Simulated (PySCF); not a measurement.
**UHF on Sc⁺ (scandium, charge +1)**

Configuration: [Ar] 3d1 4s1, high-spin 3D determinant. Computed with PySCF 2.14 in Sapporo-DKH3-DZP-2012, with scalar relativity by spin-free X2C-1e.

| Quantity | Value |
| --- | --- |
| Total energy | -763.069282 hartree |
| One-electron energy | -1039.5613 hartree |
| Hartree (Coulomb) energy | 314.7157 hartree |
| Exchange energy | -38.2237 hartree |
| ⟨S²⟩ | 2.0013 |
| ⟨L²⟩ | 6.015 |
| Sum of ⟨r⟩ | 16.98 bohr |
| Sum of ⟨r²⟩ | 30.49 bohr² |
| Traceless quadrupole moment −½Σ⟨3z² − r²⟩ along its main axis | 0.712 e·bohr² |
| Langevin diamagnetic susceptibility | -24.2 ×10⁻⁶ cm³/mol |

```csv
shell,electrons,mean orbital energy (hartree),spread (hartree),"rms radius, mean of both spins (bohr)"
1s α,1,-167.07974,0,0.0844
1s β,1,-167.07732,0,0.0844
2s α,1,-19.52492,0,0.371
2s β,1,-19.50762,0,0.371
2p α,3,-15.95072,0.00288,0.340
2p β,3,-15.93652,0.01823,0.340
3s α,1,-2.87811,0,1.15
3s β,1,-2.81158,0,1.15
3p α,3,-1.86757,0.03615,1.27
3p β,3,-1.79377,0.05597,1.27
3d α,1,-0.60076,0,1.86
4s α,1,-0.45145,0,3.71
```

Densities and radii are taken from the X2C orbitals without a picture-change correction, which distorts them close to the nucleus.

Spin-orbit constants ζ (cm⁻¹) from the X2C one-electron operator on these orbitals: bare nucleus, nucleus screened by l(l+1)(2l+1)/3 electrons, and screened by the Breit-Pauli mean field of the electrons.

```tsv
shell	bare	screened nucleus	mean field
2p	26880	24320	23150
3p	2776	2512	2373
3d	178.6	93.57	77.98
```

To first order the Landé constant is A = 38.99 cm⁻¹, so the lowest level has J = 1 and lies 0.0145 eV below the centre of the term. This holds in LS coupling only.
